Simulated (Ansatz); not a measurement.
Geometry optimisation, Ansatz 0.2.0, RKS PBE-D4/6-31G*.

input.yaml

```yaml
crystal:
  periodic: [false, false, false]
  atoms:
    - { symbol: Al, position_ang: [0.249557, 0.645417, -0.338853] }
    - { symbol: O, position_ang: [-0.062933, -0.200964, 2.47892] }
    - { symbol: H, position_ang: [-1.008135, -0.448221, 2.530145] }
    - { symbol: Cl, position_ang: [1.952496, -0.338008, -1.077122] }
    - { symbol: Cl, position_ang: [-1.684058, 0.081488, -0.951075] }
    - { symbol: S, position_ang: [0.403959, 2.611158, 0.73402] }
    - { symbol: H, position_ang: [1.744787, 2.486857, 0.951363] }
    - { symbol: H, position_ang: [-0.080673, 0.793273, 2.533604] }
basis:
  gaussian: { orbitals: "6-31G*" }
hamiltonian:
  xc: pbe
  dispersion: d4
relax:
  f_tol: 0.03
  max_steps: 50
output:
  orbitals: {}
```

Command:

```bash
$ ansatz run input.yaml --threads 2 --pin off --max-ram 3072MiB --backend cpu --events-out ev --progress --plain --runs-dir out
```

Problem. Where does it end, and by what steps?

Solution. The forces met the threshold. After 9 steps the energy has fallen by 0.777 eV; O2 moved furthest, 0.52 Å. Joined: Al1–O2 (2.96 → 2.00 Å).

```csv
step,energy less start (eV),largest force component (eV/Å),accepted
0,0.0000,0.809,yes
1,-0.1710,1.061,yes
2,-0.4732,1.240,yes
3,-0.6877,0.665,yes
4,-0.7528,0.477,yes
5,-0.7677,0.283,yes
6,-0.7718,0.174,yes
7,-0.7756,0.065,yes
8,-0.7763,0.043,yes
9,-0.7766,0.005,yes
```

```xyz
8
Properties=species:S:1:pos:R:3
Al 0.196 0.613 0.130
O -0.065 -0.146 1.967
H -0.950 -0.571 2.034
Cl 1.876 -0.427 -0.642
Cl -1.740 0.099 -0.621
S 0.457 2.738 0.735
H 1.817 2.680 0.701
H -0.075 0.646 2.557
```

Time of the run: 24 s on 2 threads of Arm Neoverse V2 (shared host), peak memory 0.15 GiB.
